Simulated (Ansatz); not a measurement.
`C[C]1(F)[CH2][GeH2]1` and `O[C]1(F)[CH2][GeH2]1` differ in one atom or group.

Ansatz, PBE0-D4/def2-TZVP geometries, multiplicity 1. Each molecule was computed in one conformer, which needn't be the lowest.

Scalar relativity is left out up to krypton.

```csv
property,`C[C]1(F)[CH2][GeH2]1`
size of the dipole moment (ωB97M-V/def2-TZVPP) / D,1.65
HOMO energy (PBE/def2-TZVPP) / eV,-5.41
size of the dipole moment (B3LYP/def2-TZVPP) / D,1.63
HOMO–LUMO gap (ωB97M-V/def2-TZVPP) / eV,10.55
HOMO energy (ωB97M-V/def2-TZVPP) / eV,-8.61
LUMO energy (B3LYP/def2-TZVPP) / eV,-0.07
```

**Question.** What does the change do to each property? (Best estimate.)

**Answer.** The calculation gave: 
```
                                          property  `O[C]1(F)[CH2][GeH2]1`  shift
size of the dipole moment (ωB97M-V/def2-TZVPP) / D                    1.78   0.13
                 HOMO energy (PBE/def2-TZVPP) / eV                   -5.47  -0.06
  size of the dipole moment (B3LYP/def2-TZVPP) / D                    1.69   0.06
           HOMO–LUMO gap (ωB97M-V/def2-TZVPP) / eV                   10.51  -0.04
             HOMO energy (ωB97M-V/def2-TZVPP) / eV                   -8.74  -0.13
               LUMO energy (B3LYP/def2-TZVPP) / eV                   -0.28  -0.21
```

With PBE0 the HOMO falls by 0.11 eV and the LUMO falls by 0.20 eV, so the gap narrows by about 0.09 eV. PBE moves the HOMO by -0.06 eV and ωB97M-V by -0.13 eV. Dipoles are sizes alone; their direction can turn.

B3LYP here is the variant with VWN-RPA as its local correlation; programs differ in this.
